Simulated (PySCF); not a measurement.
PySCF input for C₃H₃BO₂, SMILES O=CB(O)C#C, TDDFT-LC-ωPBE/def2-SVPD. Geometry: PBE0-D3(BJ)/def2-SVP. This is a generated structure with no PubChem entry under its InChIKey; it may be hypothetical. Other conformers were not sampled.

```python
import numpy as np
from pyscf import gto, scf, dft, tdscf

mol = gto.M(
    atom='''
    C     0.89386983    2.29237865    0.00000000
    C     0.25715294    1.25487281   -0.00000000
    B    -0.53935930   -0.05151383    0.00000000
    O    -1.88733244   -0.08553022    0.00000000
    C     0.18619840   -1.48561407   -0.00000000
    O     1.38598072   -1.62886977    0.00000000
    H     1.46793910    3.20234627   -0.00000001
    H    -2.29456350    0.78857071   -0.00000000
    H    -0.48909223   -2.38797233   -0.00000000
    ''',
    basis='def2-SVPD',
    charge=0,
    spin=0,
    symmetry=True,
    max_memory=1600,
    verbose=4,
)
mf = dft.RKS(mol, xc='lc_wpbe').density_fit(auxbasis='def2-universal-jkfit')
mf.grids.level = 3
mf.conv_tol = 1e-9
mf.max_cycle = 100
mf.kernel()
mf.grids = dft.Grids(mol).set(level=1).build(with_non0tab=True)  # coarser grid for the response kernel
td = tdscf.TDDFT(mf)
td.singlet = True
td.nstates = 10
td.conv_tol = 1e-4
td.positive_eig_threshold = 1e-6
td.kernel(x0=td.get_init_guess(mf, 15))
td.analyze()
tt = tdscf.TDA(mf)
tt.singlet = False
tt.nstates = 4
tt.conv_tol = 1e-4
tt.positive_eig_threshold = 1e-6
tt.kernel(x0=tt.get_init_guess(mf, 9))
tt.analyze(verbose=3)
```

It prints:

```
PySCF version 2.14.0

[INPUT] verbose = 4
[INPUT] num. atoms = 9
[INPUT] num. electrons = 42
[INPUT] charge = 0
[INPUT] spin (= nelec alpha-beta = 2S) = 0
[INPUT] symmetry True subgroup None
[INPUT] Mole.unit = angstrom
[INPUT] Symbol           X                Y                Z      unit          X                Y                Z       unit  Magmom
[INPUT]  1 C      0.893869830000   2.292378650000   0.000000000000 AA    1.689169169712   4.331967822300   0.000000000000 Bohr   0.0
[INPUT]  2 C      0.257152940000   1.254872810000   0.000000000000 AA    0.485948628727   2.371365932063   0.000000000000 Bohr   0.0
[INPUT]  3 B     -0.539359300000  -0.051513830000   0.000000000000 AA   -1.019241359737  -0.097347030327   0.000000000000 Bohr   0.0
[INPUT]  4 O     -1.887332440000  -0.085530220000   0.000000000000 AA   -3.566541417607  -0.161628691174   0.000000000000 Bohr   0.0
[INPUT]  5 C      0.186198400000  -1.485614070000   0.000000000000 AA    0.351863980832  -2.807403719100   0.000000000000 Bohr   0.0
[INPUT]  6 O      1.385980720000  -1.628869770000   0.000000000000 AA    2.619123974727  -3.078117757883   0.000000000000 Bohr   0.0
[INPUT]  7 H      1.467939100000   3.202346270000  -0.000000010000 AA    2.774002866541   6.051557406322  -0.000000018897 Bohr   0.0
[INPUT]  8 H     -2.294563500000   0.788570710000   0.000000000000 AA   -4.336096590423   1.490182671754   0.000000000000 Bohr   0.0
[INPUT]  9 H     -0.489092230000  -2.387972330000   0.000000000000 AA   -0.924250364353  -4.512613696740   0.000000000000 Bohr   0.0

nuclear repulsion = 176.644467553495
point group symmetry = Cs
symmetry origin: [ 5.84915226e-09 -3.59947854e-09 -4.49934792e-10]
symmetry axis x: [ 1.00000000e+00  1.13792316e-09 -2.51462107e-10]
symmetry axis y: [ 1.13792316e-09 -1.00000000e+00  3.47713350e-10]
symmetry axis z: [2.51462107e-10 3.47713203e-10 1.00000000e+00]
num. orbitals of irrep A' = 106
num. orbitals of irrep A" = 44
number of shells = 62
number of NR pGTOs = 216
number of NR cGTOs = 150
basis = def2-SVPD
ecp = {}


******** <class 'pyscf.df.df_jk.DFSymAdaptedRKS'> ********
method = DFSymAdaptedRKS
initial guess = minao
damping factor = 0
level_shift factor = 0
DIIS = <class 'pyscf.scf.diis.CDIIS'>
diis_start_cycle = 1
diis_space = 8
diis_damp = 0
SCF conv_tol = 1e-09
SCF conv_tol_grad = None
SCF max_cycles = 100
direct_scf = False
XC library pyscf.dft.libxc version 7.1.2
    S. Lehtola, C. Steigemann, M. J. T. Oliveira, and M. A. L. Marques,  SoftwareX 7, 1–5 (2018)
XC functionals = lc_wpbe
    O. A. Vydrov and G. E. Scuseria,  J. Chem. Phys. 125, 234109 (2006)
radial grids:
    Treutler-Ahlrichs [JCP 102, 346 (1995); DOI:10.1063/1.469408] (M4) radial grids

becke partition: Becke, JCP 88, 2547 (1988); DOI:10.1063/1.454033
pruning grids: <function nwchem_prune>
grids dens level: 3
symmetrized grids: True
atomic radii adjust function: <function treutler_atomic_radii_adjust>
small_rho_cutoff = 0
Freeze 0 electrons in irreps []
    42 free electrons in irreps A' A"
Set gradient conv threshold to 3.16228e-05
Initial guess from minao.
tot grids = 113992
Create RSH-DF object <pyscf.df.df.DF object> for omega=0.4
******** <class 'pyscf.df.df.DF'> ********
auxbasis = auxmol.basis = def2-universal-jkfit
init E= -291.742285782154
HOMO (A') = -0.297171552429612  LUMO (A") = -0.134334221005597  gap/eV = 4.43103
cycle= 1 E= -290.797546046429  delta_E= 0.945  |g|= 0.936  |ddm|= 7.33
HOMO (A') = -0.234260761261925  LUMO (A") = -0.00491774559571484  gap/eV = 6.24074
cycle= 2 E= -290.710311220039  delta_E= 0.0872  |g|= 1.25  |ddm|= 2.25
HOMO (A') = -0.366305751029828  LUMO (A") = -0.0149417715624562  gap/eV = 9.56110
cycle= 3 E= -290.987051204602  delta_E= -0.277  |g|= 0.091  |ddm|=  1.2
HOMO (A') = -0.359955288602424  LUMO (A") = -0.0108289564698163  gap/eV = 9.50021
cycle= 4 E= -290.988381249557  delta_E= -0.00133  |g|= 0.0643  |ddm|= 0.302
HOMO (A') = -0.364998002568613  LUMO (A") = -0.00790721585567167  gap/eV = 9.71694
cycle= 5 E= -290.989196258523  delta_E= -0.000815  |g|= 0.0135  |ddm|= 0.143
HOMO (A') = -0.365705926438226  LUMO (A") = -0.00779909259679457  gap/eV = 9.73914
cycle= 6 E= -290.989251295129  delta_E= -5.5e-05  |g|= 0.00353  |ddm|= 0.0559
HOMO (A') = -0.365609428355903  LUMO (A") = -0.00772279468850423  gap/eV = 9.73859
cycle= 7 E= -290.989256139526  delta_E= -4.84e-06  |g|= 0.00218  |ddm|= 0.0153
HOMO (A') = -0.365863194060779  LUMO (A") = -0.00782152234060751  gap/eV = 9.74281
cycle= 8 E= -290.989257440914  delta_E= -1.3e-06  |g|= 0.000674  |ddm|= 0.00413
HOMO (A') = -0.365917670343351  LUMO (A") = -0.00780250208661115  gap/eV = 9.74481
cycle= 9 E= -290.989257632821  delta_E= -1.92e-07  |g|= 0.000169  |ddm|= 0.00183
HOMO (A') = -0.365923303527121  LUMO (A") = -0.00778560123386085  gap/eV = 9.74542
cycle= 10 E= -290.989257646857  delta_E= -1.4e-08  |g|= 3.09e-05  |ddm|= 0.000496
HOMO (A') = -0.365931000370896  LUMO (A") = -0.00778919852433591  gap/eV = 9.74553
cycle= 11 E= -290.989257647806  delta_E= -9.49e-10  |g|= 1.23e-05  |ddm|= 0.000102
HOMO (A') = -0.365928719295131  LUMO (A") = -0.00778759418147079  gap/eV = 9.74552
Extra cycle  E= -290.989257647976  delta_E= -1.7e-10  |g|= 7.19e-06  |ddm|= 3.92e-05
converged SCF energy = -290.989257647976
tot grids = 38496
Overwritten attributes  positive_eig_threshold  of <class 'pyscf.tdscf.rks.TDDFT'>


******** <class 'pyscf.tdscf.rks.TDDFT'> for <class 'pyscf.df.df_jk.DFSymAdaptedRKS'> ********
nstates = 10 singlet
deg_eia_thresh = 1.000e-03
wfnsym = None
conv_tol = 0.0001
eigh lindep = 1e-12
eigh level_shift = 0
eigh max_cycle = 100


Excitation energies (eV)
[2.8679071  5.02959123 5.84173999 6.29740241 6.75141953 7.45073064
 7.45377192 7.64553884 7.95087007 8.01320757]

** Singlet excitation energies and oscillator strengths **
Excited State   1:   A"      2.86791 eV    432.32 nm  f=0.0000
      21 -> 22        0.64663
      21 -> 24       -0.26781
Excited State   2:   A"      5.02959 eV    246.51 nm  f=0.0000
      20 -> 22        0.60904
      20 -> 24        0.30466
      21 -> 24        0.13134
Excited State   3:   A'      5.84174 eV    212.24 nm  f=0.0552
      19 -> 22       -0.57609
      19 -> 24       -0.22806
      20 -> 23        0.10754
      20 -> 25        0.25167
      20 -> 27        0.15869
Excited State   4:   A"      6.29740 eV    196.88 nm  f=0.0014
      17 -> 22        0.19541
      20 -> 22        0.12005
      21 -> 22       -0.25288
      21 -> 24       -0.57171
      21 -> 34        0.11346
      21 -> 38       -0.13143
Excited State   5:   A"      6.75142 eV    183.64 nm  f=0.0000
      19 -> 23       -0.23455
      19 -> 25       -0.53818
      19 -> 27       -0.35079
Excited State   6:  ???      7.45073 eV    166.41 nm  f=0.0000
      17 -> 22        0.63702
      21 -> 24        0.19801
Excited State   7:  ???      7.45377 eV    166.34 nm  f=0.0248
      21 -> 23       -0.44607
      21 -> 25        0.41650
      21 -> 26        0.17049
      21 -> 27       -0.21215
      21 -> 29       -0.14432
      21 -> 36       -0.12144
Excited State   8:  ???      7.64554 eV    162.17 nm  f=0.0690
      19 -> 22       -0.14577
      21 -> 23       -0.44721
      21 -> 25       -0.45649
      21 -> 27       -0.12761
      21 -> 29        0.11061
Excited State   9:  ???      7.95087 eV    155.94 nm  f=0.1309
      19 -> 22       -0.36956
      19 -> 24        0.36212
      20 -> 23       -0.16785
      20 -> 25       -0.31198
      20 -> 27       -0.19494
      21 -> 23        0.11818
      21 -> 25        0.10479
Excited State  10:  ???      8.01321 eV    154.72 nm  f=0.0001
      14 -> 22        0.15641
      15 -> 22        0.14996
      17 -> 22       -0.15572
      20 -> 22       -0.28660
      20 -> 24        0.53660
      20 -> 34        0.13915

** Transition electric dipole moments (AU) **
state          X           Y           Z        Dip. S.      Osc.
  1         0.0000     -0.0000      0.0249      0.0006      0.0000
  2         0.0000      0.0000      0.0101      0.0001      0.0000
  3        -0.3302     -0.5259      0.0000      0.3856      0.0552
  4        -0.0000      0.0000     -0.0964      0.0093      0.0014
  5        -0.0000     -0.0000     -0.0128      0.0002      0.0000
  6        -0.0000      0.0000      0.0143      0.0002      0.0000
  7         0.1386      0.3417      0.0000      0.1360      0.0248
  8        -0.2932     -0.5315     -0.0000      0.3685      0.0690
  9        -0.4421     -0.6903      0.0000      0.6720      0.1309
 10        -0.0000      0.0000      0.0199      0.0004      0.0001

** Transition velocity dipole moments (imaginary part, AU) **
state          X           Y           Z        Dip. S.      Osc.
  1        -0.0000     -0.0000      0.0041      0.0000      0.0001
  2         0.0000      0.0000      0.0018      0.0000      0.0000
  3        -0.0704     -0.1124     -0.0000      0.0176      0.0546
  4        -0.0000     -0.0000     -0.0243      0.0006      0.0017
  5        -0.0000      0.0000     -0.0042      0.0000      0.0000
  6        -0.0000     -0.0000      0.0033      0.0000      0.0000
  7         0.0368      0.0947      0.0000      0.0103      0.0251
  8        -0.0822     -0.1475     -0.0000      0.0285      0.0676
  9        -0.1297     -0.2003      0.0000      0.0570      0.1300
 10        -0.0000     -0.0000      0.0074      0.0001      0.0001

** Transition magnetic dipole moments (imaginary part, AU) **
state          X           Y           Z
  1        -0.9163      0.1582      0.0000
  2         0.3287      0.2000      0.0000
  3        -0.0000      0.0000     -0.0376
  4        -1.1047      0.1555     -0.0000
  5         0.0587     -0.1215      0.0000
  6        -0.2420      0.6086     -0.0000
  7        -0.0000     -0.0000      0.4375
  8         0.0000     -0.0000     -0.6077
  9        -0.0000     -0.0000     -0.0932
 10         0.0516      0.0075     -0.0000
Overwritten attributes  positive_eig_threshold  of <class 'pyscf.tdscf.rks.TDA'>


******** <class 'pyscf.tdscf.rks.TDA'> for <class 'pyscf.df.df_jk.DFSymAdaptedRKS'> ********
nstates = 4 triplet
deg_eia_thresh = 1.000e-03
wfnsym = None
conv_tol = 0.0001
eigh lindep = 1e-12
eigh level_shift = 0
eigh max_cycle = 100


Excitation energies (eV)
[2.13063878 4.30486211 4.61653591 5.33936178]

** Triplet excitation energies and oscillator strengths **
Excited State   1:   A"      2.13064 eV    581.91 nm  f=0.0000
Excited State   2:   A'      4.30486 eV    288.01 nm  f=0.0000
Excited State   3:   A"      4.61654 eV    268.57 nm  f=0.0000
Excited State   4:   A'      5.33936 eV    232.21 nm  f=0.0000
```

The calculation finished and met its thresholds.
